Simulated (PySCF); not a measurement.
C₄H₁₁BOSi.
Atom-mapped SMILES: `[SiH3:1][O:2][C@H:3]1[BH:4][CH2:5][CH2:6][CH2:7]1` (hydrogens: H8, H9, H10 on Si1; H11 on C3; H12 on B4; H13, H14 on C5; H15, H16 on C6; H17, H18 on C7)

Computed with PySCF at wB97X-D/def2-SVPD, non-relativistic, on one gas-phase PBE0-D3(BJ)/def2-SVP geometry that isn't relaxed in the solvent. The solvent is an IEF-PCM continuum (van der Waals radii × 1.2), and excitations are vertical TDDFT with non-equilibrium linear response and a frozen core. Only the electrostatic response of the medium enters.

Gas-phase singlets (H = HOMO, L = LUMO):

```tsv
state	E (eV)	λ (nm)	f	leading configuration
S1	5.433	228	0.000	H→L 87%
S2	6.380	194	0.007	H-2→L 73%
S3	6.456	192	0.015	H-1→L 75%
S4	7.328	169	0.000	H→L+1 28%
S5	7.514	165	0.025	H-1→L+2 30%
```

Problem. What are the lowest 5 singlets in chloroform (ε = 4.711)?

Solution. 
| state | E (eV) | λ (nm) | f | leading configuration | change by rank (eV) |
| --- | --- | --- | --- | --- | --- |
| S1 | 5.453 | 227 | 0.000 | H→L 89% | +0.020 |
| S2 | 6.377 | 194 | 0.008 | H-2→L 72% | -0.003 |
| S3 | 6.505 | 191 | 0.021 | H-1→L 79% | +0.049 |
| S4 | 7.332 | 169 | 0.001 | H→L+1 34% | +0.004 |
| S5 | 7.514 | 165 | 0.034 | H-1→L+1 31% | 0.000 |

Problem. How do the frontier levels move from gas to chloroform?

Solution. 
| orbital | gas (eV) | solvent (eV) | change (eV) |
| --- | --- | --- | --- |
| LUMO+2 | 2.20 | 2.25 | +0.05 |
| LUMO+1 | 1.95 | 2.03 | +0.08 |
| LUMO | 0.97 | 1.07 | +0.10 |
| HOMO | -9.62 | -9.57 | +0.05 |
| HOMO-1 | -9.95 | -9.93 | +0.02 |
| HOMO-2 | -10.84 | -10.72 | +0.12 |
| HOMO-3 | -11.27 | -11.12 | +0.15 |

The HOMO–LUMO gap goes from 10.59 to 10.64 eV. Rows go by rank; for HOMO-3 the atom shares or the degeneracy differ between the runs, so the row needn't follow one orbital.
